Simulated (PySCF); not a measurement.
M06-2X single point of singlet H2ZrS at its PBE0 minimum.

Input, equivalent to the run apart from its starting density:

```python
from pyscf import gto, scf, dft
mol = gto.M(atom='''
Zr     0.249694     0.432465    -0.243099
S     -0.742517    -1.286026     0.654492
H      1.950956     0.355872     0.471901
H     -0.667219     1.867537     0.471900''',
    basis={'Zr': 'def2-TZVP', 'S': 'def2-TZVP', 'H': 'def2-TZVP'},
    ecp={'Zr': 'def2-TZVP'},
    charge=0, spin=0)
mf = dft.RKS(mol, xc='M062X')
mf.grids.atom_grid = (90, 434)
aux = {'Zr': 'def2-universal-JKFIT', 'S': 'def2-universal-JKFIT', 'H': 'def2-universal-JKFIT'}
mf = mf.density_fit(auxbasis=aux)
mf.conv_tol = 1e-08
mf.diis_space = 10
mf.max_cycle = 60
mf.verbose = 4
mf.kernel()
```

Excerpt of the output:

```
init E= -446.316254333053
  HOMO = -0.305217216785929  LUMO = -0.0784391605536797  gap/eV = 6.17095
cycle= 1 E= -446.318061794228  delta_E= -0.00181  |g|= 0.0472  |ddm|= 0.219
  HOMO = -0.307901145521043  LUMO = -0.0902383073260899  gap/eV = 5.92291
cycle= 2 E= -446.316756516171  delta_E= 0.00131  |g|= 0.0783  |ddm|= 0.113
  HOMO = -0.310450160930411  LUMO = -0.0834696283086167  gap/eV = 6.17645
cycle= 3 E= -446.318591633797  delta_E= -0.00184  |g|= 0.0119  |ddm|= 0.0727
  HOMO = -0.308603270754283  LUMO = -0.083623302620609  gap/eV = 6.12202
cycle= 4 E= -446.318640176836  delta_E= -4.85e-05  |g|= 0.00265  |ddm|= 0.0121
  HOMO = -0.309041121815148  LUMO = -0.0839093272015797  gap/eV = 6.12615
cycle= 5 E= -446.318643452338  delta_E= -3.28e-06  |g|= 0.000711  |ddm|= 0.00387
  HOMO = -0.309070238900248  LUMO = -0.0839395198833075  gap/eV = 6.12612
cycle= 6 E= -446.318644326589  delta_E= -8.74e-07  |g|= 0.000254  |ddm|= 0.00263
  HOMO = -0.309072371781159  LUMO = -0.0839388830410103  gap/eV = 6.12619
cycle= 7 E= -446.318644394167  delta_E= -6.76e-08  |g|= 6.43e-05  |ddm|= 0.000627
  HOMO = -0.309073981017596  LUMO = -0.0839410475596622  gap/eV = 6.12618
cycle= 8 E= -446.318644400002  delta_E= -5.84e-09  |g|= 1.54e-05  |ddm|= 0.000209
  HOMO = -0.309074269104155  LUMO = -0.0839394238051952  gap/eV = 6.12623
Extra cycle  E= -446.318644400186  delta_E= -1.84e-10  |g|= 1.55e-05  |ddm|= 3.99e-05
converged SCF energy = -446.318644400186
```

This run, together with those of the ionised and electron-attached species (not shown), took 15 s on 2 threads of a shared Arm Neoverse V1 host, with 89 basis functions; the process peaked at 0.96 GiB.
